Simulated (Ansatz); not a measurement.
Basis-set extrapolation for FH₃O₂Si₂ (`O[Si]1(F)O[SiH2]1`) (PBE0-D4/def2-TZVP geometry, frozen core, the Gaussian-basis code of Ansatz). Multiplicity 1, RHF reference.

```csv
,def2-TZVPP,def2-QZVPP
HF,-829.067323,-829.098484
MP2 correlation,-0.950640,-1.032682
CCSD(T) correlation,-1.006019,not run
```

Energies in hartree. Use E(X) = E(∞) + A·exp(−7.88·√X) for Hartree–Fock and E(X) = E(∞) + B·X^(−2.97) for correlation, with X = 3 and 4, and add CCSD(T) minus MP2 of the smaller set to the MP2 limit.

Problem. What is the CCSD(T) energy at the basis-set limit?

Solution. HF limit: -829.098484 + (-0.031161) × 0.13774 = -829.10278. MP2 limit: -1.032682 + (-0.082042) × 0.74074 = -1.09345. Higher-order term: -1.006019 − (-0.950640) = -0.05538. Total: -830.25161 hartree, 4.85 eV below CCSD(T)/def2-TZVPP.
